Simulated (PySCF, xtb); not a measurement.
CH7ClSi2, SMILES Cl[SiH2][SiH2]C.

GFN2-xTB in xtb at its own geometry gives an orbital gap of 4.42 eV and a dipole moment of 1.77 D.

Geometry optimised at B3LYP-D3(BJ)/def2-SVP. The values are those of a single conformer.

What does PBE/def2-TZVP run with PySCF give? (An estimate is asked for; the answer gives what the named calculation found.)

gap 5.38 eV (levels -6.78 and -1.40 eV), dipole 1.50 D.
